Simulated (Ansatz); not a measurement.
`BN(B)C` + `C=N` → `BN=C` + `BNC` at 700 K and 1 bar (ligand exchange at a B–N bond).

Isolated molecules relaxed with PBE0-D4/def2-TZVP in Ansatz; ΔE leaves out vibrations. CCSD(T)/CBS is the MP2 limit (def2-TZVPP, def2-QZVPP) plus CCSD(T) − MP2 in def2-TZVPP, frozen cores. This one scheme is used for every species.

| species | CCSD(T)/CBS energy (Eh) | H − E (kJ/mol) | S (J/(mol·K)) |
| --- | --- | --- | --- |
| `BN(B)C` | -146.59307 | 298.9 | 409.8 |
| `C=N` | -94.52360 | 135.6 | 268.6 |
| `BN=C` | -119.93970 | 180.8 | 320.8 |
| `BNC` | -121.18426 | 253.9 | 346.7 |

H − E and S are ideal-gas, rigid-rotor, harmonic terms from PBE0-D4/def2-TZVP. 1 Eh = 2625.50 kJ/mol, R = 8.31446 J/(mol·K).

By hand: ΔE, ΔH, ΔS and ΔG.

ΔE = (-119.93970) + (-121.18426) − (-146.59307) − (-94.52360) = -0.00729 Eh = -19.1 kJ/mol. Δ(H − E) = 180.8 + 253.9 − 298.9 − 135.6 = 0.2, so ΔH = -18.9 kJ/mol. ΔS = 320.8 + 346.7 − 409.8 − 268.6 = -10.9 J/(mol·K). ΔG = -18.9 − 700 × (-10.9)/1000 = -11.3 kJ/mol.

By hand: the equilibrium constant, and the temperature at which ΔG would vanish if ΔH and ΔS stayed fixed.

log₁₀ K = −ΔG/(RT ln 10) = 0.8. ΔG = 0 at ΔH/ΔS = 1734 K, though so small a ΔS makes that figure unsure.

TΔS isn't small against ΔH here. A doubt of 5 kJ/mol in ΔE shifts log₁₀ K by 0.4 here. Modes under 60 cm⁻¹, often nearly free rotors, make the harmonic entropy too high. These are equilibria of isolated gas molecules and say nothing of rates. Largest T1 diagnostic: 0.016 (customary marks: 0.02 for closed shells, 0.045 for open ones).
